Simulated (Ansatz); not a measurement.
Ansatz (an electronic-structure program) input:

Ansatz 0.2 input:
```yaml
crystal:
  periodic: [false, false, false]
  atoms:
    - {symbol: C, position_ang: [-1.76440130, -0.62213461, 0.37130886]}
    - {symbol: C, position_ang: [-1.65592780, 0.84385989, -0.06513555]}
    - {symbol: C, position_ang: [-0.33489093, 1.15897318, -0.67891368]}
    - {symbol: C, position_ang: [0.80316978, 0.23909655, -0.58624387]}
    - {symbol: C, position_ang: [0.43655998, -1.26315168, -0.67221980]}
    - {symbol: C, position_ang: [-1.07467589, -1.51851377, -0.65373015]}
    - {symbol: S, position_ang: [1.79629779, 0.64580341, 0.99258836]}
    - {symbol: H, position_ang: [-1.29080527, -0.76238842, 1.34813231]}
    - {symbol: H, position_ang: [-2.81322910, -0.89807796, 0.49325618]}
    - {symbol: H, position_ang: [-2.44775382, 1.06646628, -0.79294487]}
    - {symbol: H, position_ang: [-1.85826377, 1.51349972, 0.78259476]}
    - {symbol: H, position_ang: [-0.14558792, 2.17218994, -1.01006565]}
    - {symbol: H, position_ang: [1.55437611, 0.48966328, -1.33446207]}
    - {symbol: H, position_ang: [0.86911505, -1.67657090, -1.58587292]}
    - {symbol: H, position_ang: [0.90421546, -1.79334356, 0.15699714]}
    - {symbol: H, position_ang: [-1.50182536, -1.31749170, -1.64141066]}
    - {symbol: H, position_ang: [-1.26051188, -2.57308906, -0.44013914]}
    - {symbol: H, position_ang: [0.79050310, 0.41751063, 1.85210599]}
basis:
  gaussian:
    orbitals: def2-TZVP
hamiltonian:
  xc: b3lyp
  dispersion: d3bj
magnetization: {spin_polarized: true, initial_magnetization: 1}
phonons: {temperatures: {t_min: 298.15, t_max: 298.15, t_step: 100}}
```

Question: What final total energy does it print?

Answer: -633.54606 Eh (B3LYP-D3(BJ)/def2-TZVP). The basis has 289 functions.

It need not be the lowest isomer of its formula.
